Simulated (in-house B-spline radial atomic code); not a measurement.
Configurations of Tc VI (Tc5+), with energies counted from [Kr] 4d2. Method: Dirac-Hartree-Fock, average of configuration, Fermi nucleus of rms radius 4.41117 fm. Calculated with a B-spline radial code for spherical atoms. Energies include first-order Breit, QED and recoil terms.

Occupations are held fixed; configurations that lie above the ionisation limit could autoionise.

| configuration | E - E(ref) (eV) | highest orbital | its <r> (bohr) |
| --- | --- | --- | --- |
| [Ar] 3d10 4s2 4p5 4d3 | 44.506 | 4d5/2 | 1.374 |
| [Kr] 4d1 6f1 | 56.059 | 6f7/2 | 7.093 |
| [Kr] 4d1 6g1 | 57.347 | 6g7/2 | 7.27 |
| [Kr] 4d1 7g1 | 60.97 | 7g7/2 | 10.5 |
| [Ar] 3d10 4s2 4p5 4d2 7s1 | 96.717 | 7s1/2 | 6.384 |
| [Ar] 3d10 4s2 4p5 4d2 8f1 | 107.75 | 8f7/2 | 13.73 |

**Question.** Order these further configurations by energy, lowest first.
A. [Kr] 4d1 5s1
B. [Kr] 4d1 7f1
C. [Kr] 4d1 8f1
D. [Ar] 3d10 4s2 4p5 4d2 7f1
E. [Kr] 4d1 8g1

**Answer.** A (16.334 eV), B (60.145 eV), C (62.769 eV), E (63.324 eV), D (105.11 eV).

**Question.** How far above the reference does [Ar] 3d10 4s2 4p5 4d2 6f1 lie?

**Answer.** 100.98 eV; its least bound orbital is 6f7/2 with <r> = 7.043 bohr.

**Question.** How far above the reference does [Kr] 4d1 4f1 lie?

**Answer.** 36.991 eV; its least bound orbital is 4f5/2 with <r> = 2.394 bohr.
